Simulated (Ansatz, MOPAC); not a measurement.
Molecule: H$_{3}$BPO$_{2}$ (charge -1, singlet). SMILES: [O-]B(O)P

Atoms: O1, B2, O3, P4, H5, H6, H7. Bonds: O1-B2, B2-O3, B2-P4, O3-H5, P4-H6, P4-H7.

Bond lengths (Å) and angles (degrees) optimised at AM1 with MOPAC; PM7 with MOPAC; HF/3-21G with Ansatz (a first-principles code), each started from the B3LYP-D3(BJ)/def2-TZVP structure (Ansatz) of the last column. A row stands for all coordinates that are equal there; 11 of 13 kinds are shown.

| coordinate | AM1 | PM7 | HF/3-21G | B3LYP-D3(BJ)/def2-TZVP |
|---|---|---|---|---|
| O1-B2 | 1.230 | 1.223 | 1.278 | 1.278 |
| B2-O3 | 1.393 | 1.431 | 1.434 | 1.433 |
| B2-P4 | 1.805 | 2.337 | 2.072 | 2.023 |
| O3-H5 | 0.960 | 0.959 | 0.967 | 0.966 |
| P4-H6 | 1.367 | 1.498 | 1.430 | 1.424 |
| P4-H7 | 1.365 | 1.496 | 1.431 | 1.420 |
| O1-B2-O3 | 128.5 | 142.0 | 128.2 | 127.6 |
| O1-B2-P4 | 124.8 | 124.7 | 126.6 | 123.3 |
| O3-B2-P4 | 106.7 | 93.3 | 105.1 | 109.0 |
| B2-O3-H5 | 104.7 | 113.4 | 109.7 | 104.5 |
| B2-P4-H6 | 97.6 | 96.7 | 100.9 | 101.2 |

Mean signed difference of all 6 bond lengths from B3LYP-D3(BJ)/def2-TZVP: AM1 -0.071 Å, PM7 0.067 Å, HF/3-21G 0.011 Å.
